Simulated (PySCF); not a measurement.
Isomers of C5H10O3Si, one conformer each; single-point electronic energies without zero-point terms and without any empirical dispersion term.

Computed with PySCF at PBE0/pcSseg-1, non-relativistic, each on one gas-phase PBE0-D3(BJ)/def2-SVP geometry that isn't relaxed in the solvent. The solvent is an IEF-PCM continuum (cavity from Bondi-type radii × 1.2). Only the electrostatic response of the medium enters.

| isomer | relative energy, gas (kcal/mol) | dipole (D) |
| --- | --- | --- |
| `CC(=O)O[Si@@H]1CCCO1` | 0.0 | 1.70 |
| `CC(=O)O[C@@H]1CO[SiH2]C1` | 35.5 | 2.20 |
| `COC(=O)[Si@@H]1CCCO1` | 39.4 | 1.62 |

How do the relative energies look in chloroform (ε = 4.711)?

| isomer | relative energy, solvent (kcal/mol) | E(solvent) − E(gas) (kcal/mol) | dipole in solvent (D) |
| --- | --- | --- | --- |
| `CC(=O)O[Si@@H]1CCCO1` | 0.0 | -4.8 | 2.06 |
| `CC(=O)O[C@@H]1CO[SiH2]C1` | 35.5 | -4.9 | 2.64 |
| `COC(=O)[Si@@H]1CCCO1` | 39.6 | -4.7 | 1.99 |

The order is unchanged. Conformers: `[CH3:1][C:2](=[O:3])[O:4][Si@@H:5]1[CH2:6][CH2:7][CH2:8][O:9]1` with C1–C2–O4–Si5 -178°, C2–O4–Si5–C6 -71°, O4–Si5–C6–C7 -123°, Si5–C6–C7–C8 31°, C6–C7–C8–O9 -40°, C7–C8–O9–Si5 30°; `[CH3:1][C:2](=[O:3])[O:4][C@@H:5]1[CH2:6][O:7][SiH2:8][CH2:9]1` with C1–C2–O4–C5 178°, C2–O4–C5–C6 -80°, O4–C5–C6–O7 -74°, C5–C6–O7–Si8 -21°, C6–O7–Si8–C9 -2°, O7–Si8–C9–C5 23°; `[CH3:1][O:2][C:3](=[O:4])[Si@@H:5]1[CH2:6][CH2:7][CH2:8][O:9]1` with C1–O2–C3–O4 0°, O2–C3–Si5–C6 -133°, C3–Si5–C6–C7 -125°, Si5–C6–C7–C8 31°, C6–C7–C8–O9 -42°, C7–C8–O9–Si5 32°. The gains span 0.2 kcal/mol, the gas-phase energies 39.4 kcal/mol.
